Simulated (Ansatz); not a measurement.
`O[SiH2][AlH][SnH3]`, relaxed with RKS PBE0-D4/def2-TZVP in Ansatz 0.2.0 from a PBE-D4/def2-SVP geometry. The force threshold is 0.005 eV/Å; the program also tests the step.

Charge 0, multiplicity 1. Sn takes the def2 core potential.

Start:

```xyz
11

O     1.448    1.581   -0.032
Si   -0.077    1.878   -0.723
Al   -1.457   -0.134   -0.327
Sn    0.105   -1.965    0.841
H     1.865    0.748   -0.319
H     0.022    2.252   -2.190
H    -0.595    3.097   -0.005
H    -3.011   -0.362   -0.652
H     1.698   -1.860    0.140
H     0.347   -1.600    2.519
H    -0.345   -3.635    0.748
```

(1) By how much does the energy fall, and how many steps does the optimiser take? (An estimate is asked.)

(2) Which bonds change most? (Best estimate.)

(3) Give the relaxed structure. (An estimate is asked.)

## Answers

(1) Ansatz gave: 6.53 kJ/mol, in 23 steps.

(2) Computed: O1–Si2 from 1.700 to 1.660 Å; Sn4–H9 from 1.744 to 1.720 Å; Sn4–H10 from 1.734 to 1.712 Å; Sn4–H11 from 1.732 to 1.711 Å.

(3) Ansatz gave: 
```xyz
11

O     1.494    1.805   -0.273
Si   -0.060    1.894   -0.851
Al   -1.371   -0.038   -0.058
Sn    0.111   -2.043    0.889
H     1.897    0.936   -0.230
H    -0.074    1.941   -2.347
H    -0.582    3.206   -0.380
H    -2.956   -0.148   -0.100
H     1.778   -1.714    0.622
H    -0.049   -2.280    2.577
H    -0.188   -3.558    0.151
```
